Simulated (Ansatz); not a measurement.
CH6Ge (SMILES [CH3][GeH3]) moved off its minimum; all values from Ansatz (an electronic-structure program), cores frozen in correlated methods.
(charge 0, multiplicity 1)
```xyz
8

Ge    -0.39661     0.07142     0.00651
C      1.55640    -0.11324    -0.14745
H     -1.00551    -0.89399    -1.25397
H     -0.79349     1.68333    -0.21837
H     -0.95722    -0.29069     1.28972
H      1.76079    -1.27489     0.04161
H      1.98159     0.45152     0.82641
H      2.07469     0.14520    -0.93922
```

Forces at B3LYP/def2-TZVPP (eV/Å):

```
atom      Fx      Fy      Fz
----  ------  ------  ------
Ge1   -0.043   1.303  -3.861
C2    -1.224  -2.881   7.322
H3     0.374   1.128   1.452
H4     0.260  -1.598   0.089
H5    -0.508  -0.658   1.584
H6    -0.271   2.404  -0.311
H7    -0.646  -1.271  -2.223
H8     2.058   1.573  -4.052
```

Give the forces (eV/Å), the total energy and the dipole at CCSD(T)/cc-pVTZ.


```
atom      Fx      Fy      Fz
----  ------  ------  ------
Ge1   -0.008   1.347  -4.006
C2    -1.281  -2.876   7.338
H3     0.370   1.112   1.437
H4     0.258  -1.571   0.086
H5    -0.574  -0.713   1.759
H6    -0.268   2.371  -0.290
H7    -0.636  -1.267  -2.187
H8     2.138   1.598  -4.137
```
Energy -2117.1000 hartree, dipole 0.86 D.
